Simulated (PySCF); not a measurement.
Ions at one geometry of [Y(HCN)]3+

PySCF 2.14.0, RKS PBE0, Y def2-SVP with ECP28, N def2-SVP, C def2-SVP, H def2-SVP; non-relativistic Hamiltonian with scalar-relativistic core potentials where named; density fitting; no spin-orbit coupling; singlets restricted, open shells unrestricted. The geometry is relaxed for charge +3, singlet, vacuum:

```xyz
4

Y     0.0000    0.0000   -0.5130
N     0.0000    0.0000    1.6598
C     0.0000    0.0000    2.8272
H     0.0000    0.0000    3.9452
```

Energies count from the relaxed state; an electron taken off or put on is at rest in vacuum. Charges and spins are Mulliken's.

| state | energy (eV) | spin squared | charge on Y1 (e) | spin on Y1 (e) | dipole about the centre of mass (D) |
| --- | --- | --- | --- | --- | --- |
| charge +3, singlet, vacuum | 0.00 | 0.00 | 2.43 | 0.00 | 1.65 |
| charge +4, doublet, vacuum | 30.25 | 0.75 | 2.70 | -0.01 | 9.38 |

Q: What does the state charge +2, doublet, vacuum give?

A: energy (eV) -17.63, spin squared 0.75, charge on Y1 (e) 1.63, spin on Y1 (e) 1.01, dipole about the centre of mass (D) 2.03.

With an electron taken off (doublet) the charges change, summed by element, by Y +0.27 e, N +0.34 e, C +0.30 e, H +0.09 e. The vertical ionisation energy is 30.25 eV, against −ε(HOMO) = 27.38 eV of the relaxed state. The level lies 2.9 eV too high, as is usual for semilocal functionals and global hybrids, which keep a self-interaction error.

With an electron put on (doublet) the charges change, summed by element, by Y -0.80 e, N -0.00 e, C -0.15 e, H -0.05 e. The vertical electron affinity is 17.63 eV, against −ε(LUMO) = 20.36 eV of the relaxed state.

Open shells may have lower solutions than those found.
